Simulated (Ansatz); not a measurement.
`C[CH2][Al]([F])[Cl]` + H–F → `C[CH2][Al]([F])[F]` + HCl at 500 K and 1 bar (ligand exchange at the Al–Cl bond).

Gas-phase electronic energies from Ansatz, PBE0-D4/def2-TZVP geometries. CCSD(T)/CBS is the MP2 limit (def2-TZVPP, def2-QZVPP) plus CCSD(T) − MP2 in def2-TZVPP, frozen cores. This one scheme is used for every species. One conformer a species, not always the lowest.

```csv
species,CCSD(T)/CBS energy (Eh),H − E (kJ/mol),S (J/(mol·K))
`C[CH2][Al]([F])[Cl]`,-880.86334,227.1,427.1
H–F,-100.39570,39.4,188.7
`C[CH2][Al]([F])[F]`,-520.88510,228.4,414.1
HCl,-460.38127,32.5,201.9
```

H − E and S are ideal-gas, rigid-rotor, harmonic terms from PBE0-D4/def2-TZVP, for one conformer and one mirror image of each species. 1 Eh = 2625.50 kJ/mol, R = 8.31446 J/(mol·K).

Q: By hand: ΔE, ΔH, ΔS and ΔG.

A: ΔE = (-520.88510) + (-460.38127) − (-880.86334) − (-100.39570) = -0.00733 Eh = -19.2 kJ/mol. Δ(H − E) = 228.4 + 32.5 − 227.1 − 39.4 = -5.6, so ΔH = -24.8 kJ/mol. ΔS = 414.1 + 201.9 − 427.1 − 188.7 = 0.2 J/(mol·K). ΔG = -24.8 − 500 × (0.2)/1000 = -24.9 kJ/mol.

Q: By hand: the equilibrium constant, and the temperature at which ΔG would vanish if ΔH and ΔS stayed fixed.

A: log₁₀ K = −ΔG/(RT ln 10) = 2.6. ΔH and −TΔS have one sign here, so there is no such temperature. One of them is within its doubt of zero, so this could turn.

The number of gas molecules stays the same, so ΔS is small and ΔH decides. A doubt of 5 kJ/mol in ΔE shifts log₁₀ K by 0.5 here. Other conformers and mirror images would add mixing entropy, several J/(mol·K) or more a flexible species. Modes under 60 cm⁻¹, often nearly free rotors, make the harmonic entropy too high. These are equilibria of isolated gas molecules and say nothing of rates. Largest T1 diagnostic: 0.012 (customary marks: 0.02 for closed shells, 0.045 for open ones).
